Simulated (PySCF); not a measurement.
Ga(H)(Br)(NH2) (BrGaH3N), SMILES [NH2][GaH][Br]. Geometry: TPSSh-D3(BJ)/def2-SVP. Other conformers were not sampled.

Computed with TPSSh-D3(BJ)/def2-SVP (PySCF).

Harmonic wavenumbers (cm⁻¹): 140, 240, 298, 368, 512, 563, 720, 747, 1522, 2048, 3558, 3667. Rotational constants (GHz): 14.08, 1.877, 1.656; symmetry number 1.

Q: Work out the zero-point energy and the ideal-gas rigid-rotor harmonic-oscillator thermochemistry at 298.15 K and 1 atm.

A: ZPE = ½ Σ hcν = ½ × 14385 cm⁻¹ = 20.56 kcal/mol. H − E(el) = 24.52 kcal/mol. Entropy in cal/(mol K): translation 41.24, rotation 26.40, vibration 8.82, total 76.46. G − E(el) = 1.72 kcal/mol. Cp = 18.80 cal/(mol K). Modes under 150 cm⁻¹ make the vibrational entropy uncertain.
